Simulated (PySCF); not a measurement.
Isomers of C8H12O. The calculation used PBE0-D3(BJ)/def2-SVP geometry optimisation, gas phase (PySCF). One conformer each; no zero-point energy, no entropy. No frequencies were run at this level. Point groups hold within 0.08 Å.

Question: Order them by energy at this level, lowest first, and give relative energies in kcal/mol.
A. `[CH3:1][CH:2]([CH3:3])[C:4]1=[CH:5][C:6](=[O:7])[CH2:8][CH2:9]1` with C1–C2–C4–C5 -12°
B. 2-tert-butylfuran, `CC(C)(C)c1ccco1`
C. `[CH2:1]=[CH:2][CH2:3][CH2:4][O:5][C:6]1=[CH:7][CH2:8][CH2:9]1` with C1–C2–C3–C4 119°, C2–C3–C4–O5 177°, C3–C4–O5–C6 177°, C4–O5–C6–C7 173°
D. `CC(C)(C)C1=COC=C1` (3-tert-butylfuran)

Answer: A (0.0), B (6.5), D (9.5), C (58.0).

As drawn, the lowest has a C=O bond, which the highest lacks; the highest has a four-membered ring, which the lowest lacks.

```
           SMILES      E (Eh)  E rel (kcal/mol)  dipole (D)  point group       A, B, C (MHz)
CC(C)C1=CC(=O)CC1  -386.58097               0.0        4.27           C1   3220, 1020, 845.3
  CC(C)(C)c1ccco1  -386.57055               6.5        0.39           Cs    3077, 1248, 1102
  CC(C)(C)c1ccoc1  -386.56590               9.5        0.81           Cs    3091, 1182, 1052
    C=CCCOC1=CCC1  -386.48849              58.0        1.62           C1  6370, 598.5, 566.6
```
